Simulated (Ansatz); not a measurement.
Reaction (ligand exchange at the Si–N bond): `CB(C)N[SiH3]` + `[OH][Mg][N]([SiH3])[SiH3]` → `[SiH3][O][Mg][N]([SiH3])[SiH3]` + `CB(C)N`

Isolated molecules relaxed with PBE0-D4/def2-TZVP in Ansatz; ΔE leaves out vibrations. CCSD(T)/CBS is the MP2 limit (def2-TZVPP, def2-QZVPP) plus CCSD(T) − MP2 in def2-TZVPP, frozen cores. DFT in def2-TZVPP. HSE06 is defined as in plane-wave codes. For Mg outer-core shells are correlated without core-valence functions, which leaves a few kJ/mol of doubt a bond. Each species was taken in one conformer, which may not be the lowest.

```tsv
level	ΔE (eV)
BLYP-D4	-0.83
HSE06-D4	-0.82
CAM-B3LYP-D4	-0.87
PBE	-0.83
```

**Question.** What does CCSD(T)/CBS give? (An estimate is asked.)

**Answer.** Computed: -0.88 eV. The listed levels differ from it by 0.05, 0.06, 0.01, 0.05 eV.

Largest T1 diagnostic among the species: 0.011.

Leaving LDA and LC-ωPBE aside and taking each functional with its dispersion term where it has one, the values, not all of them listed here, spread over 0.13 eV, from B2PLYP to revPBE-D4. LDA lies +0.06 eV from PBE without D4. The D4 term adds +0.07 eV with B3LYP and +0.04 eV with PBE0; it sums over pairs of atoms, weighted by their polarisabilities, and B3LYP, whose exchange is more repulsive, gets the larger term. In def2-TZVPP, CCSD(T) changes the Hartree–Fock value by +0.14 eV (the triples alone add +0.02 eV) and MP2 by +0.16 eV.

B3LYP here is the variant with VWN-RPA as its local correlation; programs differ in this.
